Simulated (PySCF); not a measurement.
# Gas-phase XPS of `CP1CC[PH](=S)CC1`, computed

Species: C5H12P2S.
Structure used (PBE0-D3(BJ)/def2-SVP), in Å, numbered top down from 1:
```xyz
20
C5H12P2S angstrom
C      2.663    0.334   -0.653
P      0.911    0.007   -1.132
C      0.501   -1.346    0.082
C     -1.001   -1.612    0.156
P     -1.975   -0.210    0.823
S     -3.893   -0.490    0.946
C     -1.438    1.231   -0.176
C      0.076    1.413   -0.240
H      3.023    1.231   -1.180
H      3.292   -0.512   -0.970
H      2.786    0.484    0.432
H      0.901   -1.095    1.082
H      1.023   -2.259   -0.249
H     -1.239   -2.476    0.796
H     -1.431   -1.827   -0.836
H     -1.291    0.039    2.054
H     -1.878    1.078   -1.176
H     -1.945    2.107    0.261
H      0.314    2.341   -0.786
H      0.498    1.524    0.775
```

Theory: PySCF 2.14.0, delta-SCF UKS SCAN, pcX-2 on the ionised atom, pcseg-1 elsewhere, spin-free X2C. These are vertical core ionisation energies against the vacuum level, from separate self-consistent calculations with and without the core hole.

Question: List the computed XPS lines with their assignment.

Answer: 
| atom(s) | environment | level | binding energy (eV) | 2p1/2 (eV) | above the level's lowest (eV) | count |
| --- | --- | --- | --- | --- | --- | --- |
| S6 | sulfur bonded to P | S 1s | 2475.13 | – | 0.00 | 1 |
| P5 | phosphorus bonded to 2 C, S and H | P 1s | 2151.56 | – | +1.74 | 1 |
| P2 | phosphine phosphorus | P 1s | 2149.82 | – | 0.00 | 1 |
| C4/C7 | sp3 carbon bound to phosphorus | C 1s | 290.87 | – | +0.11 | 2 |
| C3/C8 | sp3 carbon bound to phosphorus | C 1s | 290.83 | – | +0.07 | 2 |
| C1 | sp3 carbon bound to phosphorus | C 1s | 290.76 | – | 0.00 | 1 |
| P5 | phosphorus bonded to 2 C, S and H | P 2p3/2 | 137.74 | 138.63 | +1.51 | 1 |
| P2 | phosphine phosphorus | P 2p3/2 | 136.23 | 137.13 | 0.00 | 1 |

The 3 C 1s values lie within 0.11 eV of each other; Gaussian lines of 0.5 eV full width would blend them into one maximum.

The listed P 1s values span 1.74 eV, from P2 (bonded to 3 C) to P5 (bonded to S (double bond), 2 C and H). Summing the Pauling electronegativity differences to the bonded atoms, each weighted by its formal bond order, gives +1.08 for the lowest site and +1.51 for the highest.

The listed P 2p3/2 values span 1.51 eV, from P2 (bonded to 3 C) to P5 (bonded to S (double bond), 2 C and H).

Question: What is the longest wavelength that can ionise C 1s of C1 vertically?

Answer: λ = hc/E = 12398.42 eV Å / 290.76 eV = 42.641 Å.

The first atom of each set that the bonding makes equivalent was ionised and stands for the set. Not every level is listed. The 2p values add to the ΔSCF energy of one spin-free hole a correction within the shell (spin–orbit coupling, ligand field). 2p1/2 minus 2p3/2 (ligand field included): P 0.89 eV (mean over sites). The structure is a single PBE0-D3(BJ)/def2-SVP conformer in the gas phase; no vibrational or solvent corrections.
